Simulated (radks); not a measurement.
The numbers below are computed, except where a source is named.
Task: Spherical quantum dot in the effective-mass picture: electrons in a well V = -V0 / (1 + exp((r - R)/a)) with V0 = 5.28, R = 4.92, a = 0.3, with a point charge +1 (a donor) at the centre, all in effective atomic units (hartree* = m*/eps^2 hartree, bohr* = eps/m* bohr), one dielectric constant everywhere. Level of theory: non-relativistic Kohn-Sham, PBEsol, spin-polarised, spherical densities (a radial shooting solver with Libxc functionals). Levels are named by radial order and angular momentum (1s, 1p, 1d, 2s, ...), and open shells are averaged over m. At N = 1 the configuration is 1s(up 1, down 0). Does electron 2 go into 1p up or 1s down?

Result: Into 1s down. The total energies of the other choices lie higher by 0.317 hartree* (1p up).
